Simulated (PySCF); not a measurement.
## How the method moves the HOMO and LUMO of `OB(O)O[SiH3]`

Compound: BH5O3Si.
Geometry (PBE0-D3(BJ)/def2-SVP, Å), atoms numbered from 1 in this order:
```xyz
10
BH5O3Si angstrom
O      0.3666   -1.6532    0.1010
B      0.9514   -0.4257    0.1835
O      2.2882   -0.3205    0.4282
O      0.1862    0.6945    0.0198
Si    -1.4636    0.8150   -0.2374
H      0.9984   -2.3647    0.2408
H      2.5627    0.6008    0.4685
H     -1.7683    2.2706   -0.3229
H     -2.2209    0.2142    0.8988
H     -1.8527    0.1484   -1.5136
```

Basis pcSseg-2 throughout (PySCF), one geometry. One conformer (not necessarily the lowest) at the PBE0-D3(BJ)/def2-SVP geometry, without solvent, vibrations or thermal averaging.

Question: How do the orbital energies, the gap and the dipole change with the method?

Answer: 
```csv
method,kind,HOMO (eV),LUMO (eV),gap (eV),μ (D),SCF cycles
BLYP,GGA,-7.40,-0.83,6.58,0.64,14
OPBE,GGA,-7.45,-0.64,6.81,0.68,15
PBE,GGA,-7.49,-0.87,6.62,0.65,14
B97-D,GGA,-7.52,-0.70,6.83,0.66,14
KT2,GGA,-7.58,-0.99,6.60,0.59,15
LDA,LDA,-7.59,-1.07,6.52,0.61,14
BP86,GGA,-7.60,-0.83,6.77,0.65,14
KT3,GGA,-7.62,-0.97,6.65,0.61,15
B97-2,global hybrid,-8.72,-0.02,8.71,0.61,13
B3LYP,global hybrid,-8.76,-0.34,8.42,0.60,14
PBE0,global hybrid,-8.98,-0.06,8.92,0.61,12
mPW1PW91,global hybrid,-9.02,-0.05,8.97,0.61,12
BHandHLYP,global hybrid,-10.40,0.60,11.00,0.57,13
CAM-B3LYP,range-separated hybrid,-10.43,0.72,11.15,0.58,13
wB97X-D,range-separated hybrid,-10.90,1.69,12.59,0.60,13
LC-wPBE,range-separated hybrid,-11.79,1.93,13.72,0.59,13
HF,Hartree–Fock,-12.60,2.46,15.06,0.59,10
```

The HOMO spans 5.19 eV, from BLYP down to HF, and the gap runs from 6.52 eV (LDA) to 15.06 eV (HF). Over the methods BLYP (0 %), OPBE (0 %), PBE (0 %), B97-D (0 %), KT2 (0 %), LDA (0 %), BP86 (0 %), KT3 (0 %), B97-2 (21 %), B3LYP (20 %), PBE0 (25 %), mPW1PW91 (25 %), BHandHLYP (50 %), HF (100 %), a straight line through the gap against the share of exact exchange rises by 0.85 eV for each 10 % (correlation coefficient 0.999). The dipole ranges from 0.57 D (BHandHLYP) to 0.68 D (OPBE). This basis has no diffuse functions.
